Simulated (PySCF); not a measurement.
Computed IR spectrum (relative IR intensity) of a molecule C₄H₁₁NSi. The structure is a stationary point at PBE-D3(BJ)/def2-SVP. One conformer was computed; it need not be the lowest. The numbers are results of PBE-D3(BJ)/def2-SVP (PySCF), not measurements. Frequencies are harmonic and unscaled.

Lines under 2 % of the strongest are left out, and lines within 2 cm⁻¹ are merged.

```tsv
ν (cm⁻¹)	relative intensity
372	4.9
456	3.6
609	13
621	14
858	13
873	100
898	15
911	19
1065	2.7
1133	7.1
1304	9.5
1313	8.2
1349	11
1397	13
1409	3.8
1641	20
2140	43
2144	49
2201	34
2899	14
2940	11
2977	11
3069	4.3
3072	15
```

Task: Which molecule gave these data?
A) C=C(C)[C@@H](N)[SiH3]
B) C[C@]1([SiH3])CCN1
C) CC1CN([SiH3])C1
D) CC/N=C(\C)[SiH3]

Result: D, CC/N=C(\C)[SiH3]
